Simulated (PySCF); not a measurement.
## GeO at ωB97M-V

Computed with ωB97M-V; basis Ge def2-TZVPPD, O def2-TZVPPD; no relativity; PySCF 2.14.

For GeO, the state is ¹Σ⁺ (singlet), closed shell, the bond length is 1.621 Å and the harmonic wavenumber is 1042 cm⁻¹. The force constant is 8.41 mdyn/Å, the rotational constant Be is 0.4882 cm⁻¹ and the anharmonicity ωexe is 3.56 cm⁻¹. The vibration–rotation constant αe is 0.00259 cm⁻¹, the well depth De to Ge + O is 6.82 eV and the dissociation energy D0 is 6.76 eV. The HOMO–LUMO gap is 10.67 eV and the bond order (Mayer) is 2.00. The dipole moment (positive dipole means Ge(−)O(+)) is -3.60 D.
